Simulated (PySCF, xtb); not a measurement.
CH₈FNSi₂, SMILES [SiH3]N([SiH2]F)C. The values are those of a single conformer.

Harmonic wavenumbers (cm⁻¹) from xtb with GFN2-xTB at its own minimum, in rising order: 42, 87, 133, 177, 216, 242, 324, 531, 558, 571, 588, 622, 737, 751, 766, 795, 812, 820, 962, 1100, 1150, 1188, 1432, 1497, 1504, 2192, 2234, 2286, 2300, 2384, 2928, 2985, 3019.

Q: What does PySCF with PBE-D3(BJ)/def2-SVP give at its own minimum? (Estimate from the structure and the level; the computed values follow.)

A: 60, 103, 142, 156, 217, 263, 322, 546, 608, 679, 707, 765, 829, 881, 889, 913, 918, 933, 963, 1094, 1120, 1173, 1396, 1415, 1434, 2145, 2151, 2189, 2193, 2216, 2932, 3004, 3035. Paired by order, the mean absolute difference is 60 cm⁻¹ and the zero-point energies are 54.2 and 54.9 kcal/mol.
